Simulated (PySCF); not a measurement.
PySCF job for GaF, SMILES [F][Ga] (connectivity only; charge and spin as stated), neutral, multiplicity 1, ADC(2)/aug-cc-pVDZ. The structure is a stationary point at B3LYP-D3(BJ)/def2-TZVPD.

```python
import numpy as np
from pyscf import gto, scf, dft, adc

mol = gto.M(
    atom='''
    Ga    0.00000000    0.00000000   -0.40560127
    F     0.00000000    0.00000000    1.39707102
    ''',
    basis='aug-cc-pVDZ',
    charge=0,
    spin=0,
    max_memory=1600,
    verbose=4,
)
mf = scf.RHF(mol)
mf.conv_tol = 1e-10
mf.max_cycle = 100
mf.kernel()
res = {}
for kind, nroots in (('ee', 6), ('ip', 6), ('ea', 2)):
    a = adc.ADC(mf).density_fit('aug-cc-pvdz-ri')
    a.method, a.method_type = 'adc(2)', kind
    e, v, p, x = a.kernel(nroots=nroots)
    res[kind] = (e * 27.211386245988, p)
for kind, (e, p) in res.items():
    print(kind, 'energies / eV', np.round(e, 3), 'strengths', np.round(p, 4))
```

Program output:

```
PySCF version 2.14.0

[INPUT] verbose = 4
[INPUT] num. atoms = 2
[INPUT] num. electrons = 40
[INPUT] charge = 0
[INPUT] spin (= nelec alpha-beta = 2S) = 0
[INPUT] symmetry False subgroup None
[INPUT] Mole.unit = angstrom
[INPUT] Symbol           X                Y                Z      unit          X                Y                Z       unit  Magmom
[INPUT]  1 Ga     0.000000000000   0.000000000000  -0.405601270000 AA    0.000000000000   0.000000000000  -0.766475316076 Bohr   0.0
[INPUT]  2 F      0.000000000000   0.000000000000   1.397071020000 AA    0.000000000000   0.000000000000   2.640081604367 Bohr   0.0

nuclear repulsion = 81.900877195311
number of shells = 17
number of NR pGTOs = 121
number of NR cGTOs = 59
basis = aug-cc-pVDZ
ecp = {}


[settings echo left out]
init E= -2021.94496053151
  HOMO = -0.320817646972797  LUMO = 0.00828828270262775  gap/eV = 8.95543
cycle= 1 E= -2022.6622608846  delta_E= -0.717  |g|= 0.551  |ddm|= 0.957
  HOMO = -0.353162638125613  LUMO = 0.0122579977309197  gap/eV = 9.94360
cycle= 2 E= -2022.69535255682  delta_E= -0.0331  |g|= 0.456  |ddm|= 0.59
  HOMO = -0.375699225529718  LUMO = 0.01536157601972  gap/eV = 10.64131
cycle= 3 E= -2022.72845711478  delta_E= -0.0331  |g|= 0.0243  |ddm|= 0.217
  HOMO = -0.371329010256454  LUMO = 0.0176646956583083  gap/eV = 10.58506
cycle= 4 E= -2022.72893026889  delta_E= -0.000473  |g|= 0.00648  |ddm|= 0.0707
  HOMO = -0.371105084264453  LUMO = 0.0175129028787335  gap/eV = 10.57483
cycle= 5 E= -2022.72896049146  delta_E= -3.02e-05  |g|= 0.00183  |ddm|= 0.0215
  HOMO = -0.370932773655814  LUMO = 0.017470505457965  gap/eV = 10.56899
cycle= 6 E= -2022.72896304452  delta_E= -2.55e-06  |g|= 0.000444  |ddm|= 0.00572
  HOMO = -0.370930083550328  LUMO = 0.0174602023253985  gap/eV = 10.56864
cycle= 7 E= -2022.72896320903  delta_E= -1.65e-07  |g|= 0.000111  |ddm|= 0.00105
  HOMO = -0.370904907254228  LUMO = 0.0174640972809697  gap/eV = 10.56806
cycle= 8 E= -2022.72896321636  delta_E= -7.33e-09  |g|= 1.66e-05  |ddm|= 0.000215
  HOMO = -0.37090571544064  LUMO = 0.0174640594098459  gap/eV = 10.56808
cycle= 9 E= -2022.72896321652  delta_E= -1.63e-10  |g|= 2.66e-06  |ddm|= 4.49e-05
  HOMO = -0.370905781102409  LUMO = 0.0174639900410962  gap/eV = 10.56808
cycle= 10 E= -2022.72896321652  delta_E= -2.73e-12  |g|= 4.53e-07  |ddm|= 5.33e-06
  HOMO = -0.370905792829604  LUMO = 0.0174639819507717  gap/eV = 10.56808
Extra cycle  E= -2022.72896321652  delta_E= -9.09e-13  |g|= 1.54e-07  |ddm|= 7.37e-07
converged SCF energy = -2022.72896321652

******** <class 'pyscf.adc.radc.RADC'> ********
******** ADC Orbital Information ********
Number of Frozen Occupied Orbitals: 0
Number of Frozen Virtual Orbitals: 0
Number of Active Occupied Orbitals: 20
Number of Active Virtual Orbitals: 39
*****************************************
******** <class 'pyscf.df.df.DF'> ********
auxbasis = aug-cc-pvdz-ri
Reference correlation energy (doubles): -0.28989901
MP2 correlation energy of reference state (a.u.) = -0.28989901

******** <class 'pyscf.adc.radc_ee.RADCEE'> ********
max_space = 12
max_cycle = 50
conv_tol = 1e-08

*************************************************************
        ADC calculation summary (singlet states only)
*************************************************************
adc(2) root 0  |  Energy (Eh) =   0.2026563608  |  Energy (eV) =   5.51456046  |  Osc. strength = 0.27575576  |  conv = True
adc(2) root 1  |  Energy (Eh) =   0.2026563679  |  Energy (eV) =   5.51456066  |  Osc. strength = 0.27575964  |  conv = True
adc(2) root 2  |  Energy (Eh) =   0.2574984346  |  Energy (eV) =   7.00688930  |  Osc. strength = 0.28722299  |  conv = True
adc(2) root 3  |  Energy (Eh) =   0.2674344105  |  Energy (eV) =   7.27726098  |  Osc. strength = 0.00000000  |  conv = True
adc(2) root 4  |  Energy (Eh) =   0.2722432373  |  Energy (eV) =   7.40811582  |  Osc. strength = 0.13337095  |  conv = True
adc(2) root 5  |  Energy (Eh) =   0.2789682429  |  Energy (eV) =   7.59111254  |  Osc. strength = 0.14269714  |  conv = True

******** <class 'pyscf.adc.radc.RADC'> ********
******** ADC Orbital Information ********
Number of Frozen Occupied Orbitals: 0
Number of Frozen Virtual Orbitals: 0
Number of Active Occupied Orbitals: 20
Number of Active Virtual Orbitals: 39
*****************************************
******** <class 'pyscf.df.df.DF'> ********
auxbasis = aug-cc-pvdz-ri
Reference correlation energy (doubles): -0.28989901
MP2 correlation energy of reference state (a.u.) = -0.28989901

******** <class 'pyscf.adc.radc_ip.RADCIP'> ********
max_space = 12
max_cycle = 50
conv_tol = 1e-08

*************************************************************
        ADC calculation summary (doublet states only)
*************************************************************
adc(2) root 0  |  Energy (Eh) =   0.3584479256  |  Energy (eV) =   9.75386487  |  Spec. factor = 1.85573742  |  conv = True
adc(2) root 1  |  Energy (Eh) =   0.4263370608  |  Energy (eV) =  11.60122234  |  Spec. factor = 1.69234276  |  conv = True
adc(2) root 2  |  Energy (Eh) =   0.4263370608  |  Energy (eV) =  11.60122234  |  Spec. factor = 1.69234276  |  conv = True
adc(2) root 3  |  Energy (Eh) =   0.5104677608  |  Energy (eV) =  13.89053529  |  Spec. factor = 1.74120017  |  conv = True
adc(2) root 4  |  Energy (Eh) =   0.7592484993  |  Energy (eV) =  20.66020400  |  Spec. factor = 0.00418378  |  conv = True
adc(2) root 5  |  Energy (Eh) =   0.7592484993  |  Energy (eV) =  20.66020400  |  Spec. factor = 0.00418378  |  conv = True

******** <class 'pyscf.adc.radc.RADC'> ********
******** ADC Orbital Information ********
Number of Frozen Occupied Orbitals: 0
Number of Frozen Virtual Orbitals: 0
Number of Active Occupied Orbitals: 20
Number of Active Virtual Orbitals: 39
*****************************************
******** <class 'pyscf.df.df.DF'> ********
auxbasis = aug-cc-pvdz-ri
Reference correlation energy (doubles): -0.28989901
MP2 correlation energy of reference state (a.u.) = -0.28989901

******** <class 'pyscf.adc.radc_ea.RADCEA'> ********
max_space = 12
max_cycle = 50
conv_tol = 1e-08

*************************************************************
        ADC calculation summary (doublet states only)
*************************************************************
adc(2) root 0  |  Energy (Eh) =   0.0068574931  |  Energy (eV) =   0.18660189  |  Spec. factor = 1.95027146  |  conv = True
adc(2) root 1  |  Energy (Eh) =   0.0068574931  |  Energy (eV) =   0.18660189  |  Spec. factor = 1.95027146  |  conv = True
ee energies / eV [5.515 5.515 7.007 7.277 7.408 7.591] strengths [0.2758 0.2758 0.2872 0.     0.1334 0.1427]
ip energies / eV [ 9.754 11.601 11.601 13.891 20.66  20.66 ] strengths [1.8557 1.6923 1.6923 1.7412 0.0042 0.0042]
ea energies / eV [0.187 0.187] strengths [1.9503 1.9503]
```

Self-consistency was reached.

Cost: very roughly 23 core-seconds.
